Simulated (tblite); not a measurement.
A geometry optimisation, step by step.

Species: C₇H₁₅P.
SMILES with atom numbers: `[CH3:1][CH:2]([CH3:3])[C@@H:4]1[PH:5][CH2:6][C@@H:7]1[CH3:8]` (hydrogens: H9, H10, H11 on C1; H12 on C2; H13, H14, H15 on C3; H16 on C4; H17 on P5; H18, H19 on C6; H20 on C7; H21, H22, H23 on C8)

Computed with GFN2-xTB (tblite), gas phase: L-BFGS steps from a force-field or distance-geometry start until the largest atomic force falls under 0.01 eV/Å. 3 of its 62 geometries are shown.

Step 0: E = -684.0911 eV, largest atomic force 1.945 eV/Å
```
atom  x, y, z in Å  |  force x, y, z in eV/Å
C1      1.546   -1.010    1.182   -0.550  -0.019   0.106
C2      1.132    0.259    0.404    0.508  -0.492   0.203
C3      2.401    0.900   -0.172   -0.241   0.370  -0.332
C4      0.146   -0.110   -0.703   -0.944   0.413   1.221
P5     -0.647    1.205   -1.745    0.889   1.226  -1.221
C6     -1.966   -0.067   -1.613   -0.153   0.268   0.900
C7     -1.311   -0.591   -0.299    0.190  -1.079  -0.326
C8     -1.956   -0.072    0.994    0.119   0.154  -0.297
H9      0.672   -1.497    1.635    0.181   0.176  -0.131
H10     2.011   -1.741    0.528    0.086   0.071  -0.095
H11     2.236   -0.767    1.987    0.032   0.066  -0.071
H12     0.676    0.959    1.116   -0.031  -0.068  -0.201
H13     2.151    1.853   -0.659    0.005  -0.264   0.018
H14     2.873    0.252   -0.919   -0.140   0.114   0.244
H15     3.121    1.126    0.613   -0.046  -0.141   0.005
H16     0.609   -0.812   -1.395   -0.068  -0.222   0.039
H17    -1.063    2.078   -0.712   -0.075  -0.369   0.091
H18    -1.911   -0.763   -2.456   -0.043   0.047   0.254
H19    -2.963    0.363   -1.524   -0.111  -0.266  -0.007
H20    -1.355   -1.692   -0.241    0.008   0.067   0.015
H21    -1.449   -0.461    1.876    0.109   0.022  -0.123
H22    -1.957    1.018    1.053    0.077  -0.073  -0.089
H23    -2.998   -0.402    1.059    0.196   0.000  -0.205
```

Step 30: E = -684.3333 eV, largest atomic force 0.059 eV/Å
```
atom  x, y, z in Å  |  force x, y, z in eV/Å
C1      1.537   -1.027    1.214    0.008   0.017   0.004
C2      1.107    0.221    0.442   -0.018   0.008  -0.016
C3      2.307    0.932   -0.177   -0.004  -0.002   0.007
C4      0.130   -0.149   -0.665   -0.027   0.011  -0.003
P5     -0.527    1.205   -1.803   -0.014  -0.053   0.021
C6     -1.952    0.004   -1.572   -0.001   0.018  -0.008
C7     -1.299   -0.638   -0.335   -0.023  -0.009  -0.021
C8     -1.891   -0.087    0.953   -0.001  -0.013   0.004
H9      0.678   -1.521    1.661    0.003  -0.022  -0.033
H10     2.036   -1.733    0.554   -0.001   0.011  -0.017
H11     2.224   -0.760    2.013    0.042   0.023   0.008
H12     0.621    0.910    1.141   -0.014   0.008  -0.016
H13     1.972    1.825   -0.705    0.023  -0.017  -0.006
H14     2.806    0.278   -0.890    0.011   0.014   0.013
H15     3.024    1.229    0.585   -0.007  -0.013   0.015
H16     0.608   -0.889   -1.322    0.006  -0.002   0.027
H17    -0.928    2.046   -0.749    0.023   0.007  -0.016
H18    -2.002   -0.685   -2.417    0.005   0.026  -0.001
H19    -2.935    0.449   -1.422    0.016  -0.009   0.005
H20    -1.378   -1.731   -0.315   -0.012   0.007   0.003
H21    -1.351   -0.454    1.821   -0.006  -0.008   0.031
H22    -1.862    1.002    0.963    0.005  -0.004  -0.010
H23    -2.929   -0.401    1.038   -0.015   0.003   0.007
```

Step 61: E = -684.3387 eV, largest atomic force 0.009 eV/Å
```
atom  x, y, z in Å  |  force x, y, z in eV/Å
C1      1.563   -1.022    1.209   -0.001  -0.003  -0.001
C2      1.095    0.212    0.440    0.000  -0.001   0.001
C3      2.290    0.944   -0.166   -0.006   0.001   0.002
C4      0.125   -0.181   -0.667    0.005   0.007  -0.002
P5     -0.498    1.164   -1.832   -0.001  -0.001   0.003
C6     -1.962    0.022   -1.567   -0.002  -0.003   0.000
C7     -1.316   -0.642   -0.338    0.007   0.001   0.001
C8     -1.895   -0.093    0.956   -0.001   0.001   0.000
H9      0.721   -1.559    1.639   -0.004  -0.001  -0.002
H10     2.095   -1.700    0.545    0.006  -0.001   0.000
H11     2.234   -0.734    2.015   -0.002  -0.002  -0.001
H12     0.591    0.893    1.135    0.000   0.000  -0.003
H13     1.953    1.819   -0.721    0.001   0.000  -0.002
H14     2.825    0.290   -0.853   -0.001   0.008   0.004
H15     2.977    1.268    0.612    0.001  -0.003  -0.006
H16     0.604   -0.942   -1.297   -0.002  -0.001   0.005
H17    -0.857    2.045   -0.797    0.006   0.001   0.004
H18    -2.059   -0.663   -2.411    0.003  -0.006  -0.003
H19    -2.921    0.508   -1.397   -0.006  -0.001  -0.002
H20    -1.417   -1.733   -0.329   -0.003   0.000   0.001
H21    -1.366   -0.481    1.823    0.000  -0.001  -0.001
H22    -1.843    0.994    0.974    0.005   0.003   0.002
H23    -2.941   -0.384    1.038   -0.004   0.002   0.000
```

**Question.** Summarise the path.

**Answer.** The energy falls by 23.89 kJ/mol from step 0 to step 61; nine tenths of that is first reached at step 13. It falls at every step. The largest force goes from 1.945 to 0.009 eV/Å. Among the bonds P5–C6 changes most (a near tie, within 0.001 Å, with another), from 1.837 to 1.875 Å; the atoms move by 0.132 Å rms after alignment.
